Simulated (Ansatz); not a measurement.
Ansatz (a first-principles code) input (CCSD(T)/def2-SVPD):

Ansatz 0.2 input:
```yaml
crystal:
  periodic: [false, false, false]
  atoms:
    - {symbol: Cs, position_ang: [-0.00000000, -0.00000000, -0.73608574]}
    - {symbol: Cl, position_ang: [0.00000000, 0.00000000, 2.38145385]}
basis:
  gaussian:
    orbitals: def2-SVPD
total_charge: -1
magnetization: {spin_polarized: true, initial_magnetization: 1}
correlation: {method: ccsd_t, electrons: outside_noble_gas}
output: {forces: true}
```

End of the output:

```
mean field evaluation 32: about -13042.4662 eV, gradient 2.4e-3 eV
mean field evaluation 64: about -13042.6992 eV, gradient 1.2e0 eV
mean field evaluation 96: about -13042.4658 eV, gradient 3.3e-2 eV
mean field evaluation 128: about -13042.9692 eV, gradient 4.4e-6 eV
mean field evaluation 160: about -13042.2880 eV, gradient 1.6e-3 eV
mean field evaluation 192: about -13041.4744 eV, gradient 3.9e-1 eV
mean field evaluation 224: about -13035.2076 eV, gradient 1.9e1 eV
mean field evaluation 256: about -13042.4661 eV, gradient 1.5e-2 eV
mean field evaluation 288: about -13041.8412 eV, gradient 2.3e-2 eV
mean field evaluation 320: about -13041.8327 eV, gradient 1.2e0 eV
mean field evaluation 352: about -13038.5166 eV, gradient 1.7e-1 eV
mean field evaluation 384: about -13038.2448 eV, gradient 6.3e0 eV
mean field evaluation 416: about -13038.4487 eV, gradient 1.3e0 eV
mean field evaluation 448: about -13038.4423 eV, gradient 1.3e0 eV
mean field evaluation 480: about -13038.5039 eV, gradient 2.1e-1 eV
mean field evaluation 512: about -13038.1598 eV, gradient 6.2e0 eV
mean field evaluation 544: about -13038.4642 eV, gradient 9.2e-2 eV
mean field evaluation 576: about -13038.4288 eV, gradient 6.3e-1 eV
mean field evaluation 608: about -13042.9692 eV, gradient 1.2e-2 eV
mean field evaluation 640: about -13042.2879 eV, gradient 1.6e-2 eV
mean field evaluation 672: about -13041.8494 eV, gradient 1.5e-1 eV
mean field evaluation 704: about -13041.4553 eV, gradient 1.1e-3 eV
mean field -13042.96921916 eV, -479.3202779622 hartree, gradient 4.4e-6 eV, S^2 0.750117; 15 other end points of the search recorded, 0 dependent functions left out
determinant -13042.96921916 eV, -479.3202779622 hartree, with singles and doubles -13047.53647829 eV, -479.4881216393 hartree
determinant -13042.46617727 eV, -479.3017915137 hartree, with singles and doubles -13047.02354601 eV, -479.4692717256 hartree
determinant -13042.28796683 eV, -479.2952424006 hartree, with singles and doubles -13046.85297539 eV, -479.4630033712 hartree
determinant -13041.84118016 eV, -479.2788232935 hartree, with singles and doubles -13046.40916652 eV, -479.4466936959 hartree
determinant -13041.45528629 eV, -479.2646419554 hartree, with singles and doubles -13046.06556523 eV, -479.4340665814 hartree
determinant -13042.96921916 eV, -479.3202779622 hartree, with singles and doubles -13047.54112552 eV, -479.4882924218 hartree
determinant -13042.46617727 eV, -479.3017915137 hartree, with singles and doubles -13047.02621711 eV, -479.4693698868 hartree
9 core orbitals not correlated, not the lowest: weight in the atoms' cores, before any rotation towards them, 0.975 or more for the frozen orbitals, at most 0.017 for the correlated occupied ones
reference -13042.96921916 eV, -479.3202779622 hartree; 5, 4 occupied and 40, 41 virtual orbitals, 498 factors
densities: 0.15 GiB planned
second order -4.25515090 eV of doubles, -0.00000000 eV of singles
coupled cluster: 0.13 GiB planned
cycle   1  -4.57190682 eV  change   -4.7e-7 eV  update   1.9e-6
cycle   2  -4.57190690 eV  change   -7.7e-8 eV  update   1.1e-6
cycle   3  -4.57190699 eV  change   -9.1e-8 eV  update   7.0e-7
cycle   4  -4.57190700 eV  change   -1.3e-8 eV  update   2.1e-7
perturbative correction -0.10897818 eV, -0.0040048742 hartree
the calculation of the forces begins
Total energy: -13047.65010435 eV, -479.4922973198 hartree
Atom 0 at    -0.000000    -0.000000    -0.736086 Å, force     0.000000    -0.000000    -0.365258 eV/Å
Atom 1 at     0.000000     0.000000     2.381454 Å, force     0.000000     0.000000     0.365258 eV/Å
Dipole moment:    -0.000000     0.000000     0.281430 e Å
```
